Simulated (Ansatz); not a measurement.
`C[O][Ge]([F])([F])[SeH]` and `C[O][GeH]([F])[F]` differ in one atom or group.

Ansatz, PBE0-D4/def2-TZVP geometries, multiplicity 1. Each molecule was computed in one conformer, which needn't be the lowest.

Scalar relativity is left out up to krypton.

```json
{"property": "HOMO energy (B3LYP/def2-TZVPP) / eV", "`C[O][Ge]([F])([F])[SeH]`": "-7.68"}
{"property": "LUMO energy (PBE/def2-TZVPP) / eV", "`C[O][Ge]([F])([F])[SeH]`": "-2.12"}
{"property": "LUMO energy (ωB97M-V/def2-TZVPP) / eV", "`C[O][Ge]([F])([F])[SeH]`": "0.87"}
{"property": "size of the dipole moment (ωB97M-V/def2-TZVPP) / D", "`C[O][Ge]([F])([F])[SeH]`": "0.99"}
{"property": "HOMO energy (ωB97M-V/def2-TZVPP) / eV", "`C[O][Ge]([F])([F])[SeH]`": "-10.13"}
{"property": "size of the dipole moment (B3LYP/def2-TZVPP) / D", "`C[O][Ge]([F])([F])[SeH]`": "1.05"}
```

Task: What does the change do to each property? (An estimate is asked.)

Result: Computed: 
```
                                          property  `C[O][GeH]([F])[F]`  shift
               HOMO energy (B3LYP/def2-TZVPP) / eV                -8.59  -0.91
                 LUMO energy (PBE/def2-TZVPP) / eV                -1.02   1.10
             LUMO energy (ωB97M-V/def2-TZVPP) / eV                 2.08   1.21
size of the dipole moment (ωB97M-V/def2-TZVPP) / D                 1.45   0.46
             HOMO energy (ωB97M-V/def2-TZVPP) / eV               -11.27  -1.14
  size of the dipole moment (B3LYP/def2-TZVPP) / D                 1.48   0.43
```

With PBE0 the HOMO falls by 0.91 eV and the LUMO rises by 1.23 eV, so the gap widens by about 2.14 eV. PBE moves the HOMO by -0.51 eV and ωB97M-V by -1.14 eV. Dipoles are sizes alone; their direction can turn.

B3LYP here is the variant with VWN-RPA as its local correlation; programs differ in this.

Spin–orbit coupling is left out; it splits and shifts lone-pair levels of the heavy atoms by tenths of an eV.
